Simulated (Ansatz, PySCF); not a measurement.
System: sum formula H₂BO₂, charge -1, multiplicity 1. It need not be the lowest isomer of its formula. Whether it binds its extra electron was not tested at this geometry. 
Coordinates optimised at B3LYP-D3(BJ)/def2-TZVP (Ansatz, an electronic-structure program):
SMILES: B([O-])O
```xyz
5

B      0.1435     0.3529    -0.1457
O      1.1575     0.0861     0.5847
O     -1.0440    -0.4751    -0.2740
H      0.0105     1.3748    -0.8706
H     -1.6357    -0.0273    -0.8864
```
Charge -1, spin multiplicity 1.

Total electronic energies in hartree. Correlated levels leave the core frozen unless marked. Spin-orbit coupling is left out. Non-relativistic. CBS(X,Y): correlation extrapolated as X^-3; Hartree-Fock from the larger set. The bracket is a focal-point correction in the basis named.

```json
[
 {"level": "HF/cc-pVQZ", "program": "Ansatz", "energy (Eh)": "-175.74287"},
 {"level": "TPSS-D3(BJ)/def2-TZVPD", "program": "PySCF + dftd3", "energy (Eh)": "?"},
 {"level": "PBE0/6-31G*", "program": "Ansatz", "energy (Eh)": "?"},
 {"level": "r2SCANh-D4/def2-TZVPD", "program": "Ansatz + dftd4", "energy (Eh)": "-176.59217"},
 {"level": "r2SCAN0/def2-TZVPD", "program": "Ansatz", "energy (Eh)": "-176.57485"},
 {"level": "PW6B95/def2-TZVPD", "program": "PySCF", "energy (Eh)": "-176.89808"},
 {"level": "MN15-D3(BJ)/def2-TZVPD", "program": "PySCF + dftd3", "energy (Eh)": "-176.52190"},
 {"level": "HSE06-D3(BJ)/def2-TZVPD", "program": "Ansatz + dftd3", "energy (Eh)": "-176.48761"},
 {"level": "LC-wPBE-D3(BJ)/def2-TZVPD", "program": "Ansatz + dftd3", "energy (Eh)": "?"},
 {"level": "B2PLYP/def2-TZVPD", "program": "Ansatz", "energy (Eh)": "-176.57720"},
 {"level": "RPA@PBE/cc-pVQZ", "program": "Ansatz", "energy (Eh)": "-176.71618"},
 {"level": "MP2/aug-cc-pVDZ", "program": "Ansatz", "energy (Eh)": "-176.19786"},
 {"level": "MP2/aug-cc-pVTZ", "program": "Ansatz", "energy (Eh)": "-176.35252"},
 {"level": "MP2/cc-pVTZ", "program": "Ansatz", "energy (Eh)": "-176.32827"},
 {"level": "RI-MP2/aug-cc-pVTZ", "program": "Ansatz", "energy (Eh)": "-176.35237"},
 {"level": "RI-MP2/CBS(aug-cc-pVTZ,aug-cc-pVQZ)", "program": "Ansatz", "energy (Eh)": "-176.4334"},
 {"level": "SCS-MP2/STO-3G", "program": "Ansatz", "energy (Eh)": "-173.24758"},
 {"level": "CCSD/STO-3G", "program": "Ansatz", "energy (Eh)": "-173.26592"},
 {"level": "CCSD/cc-pVTZ", "program": "Ansatz", "energy (Eh)": "-176.33339"},
 {"level": "CCSD/cc-pwCVTZ", "program": "Ansatz", "energy (Eh)": "-176.34497"},
 {"level": "CCSD(T)/6-31G*", "program": "Ansatz", "energy (Eh)": "-176.10960"},
 {"level": "RI-MP2/CBS(aug-cc-pVTZ,aug-cc-pVQZ)+[CCSD(T)-MP2]/aug-cc-pVDZ", "program": "Ansatz", "energy (Eh)": "-176.4605"},
 {"level": "RI-MP2/CBS(aug-cc-pVTZ,aug-cc-pVQZ)+[CCSD(T)-MP2]/aug-cc-pVTZ", "program": "Ansatz", "energy (Eh)": "-176.4619"}
]
```

What belongs in the gaps?


- TPSS-D3(BJ)/def2-TZVPD, energy (Eh): -176.71916
- PBE0/6-31G*, energy (Eh): -176.38570
- LC-wPBE-D3(BJ)/def2-TZVPD, energy (Eh): -176.58564
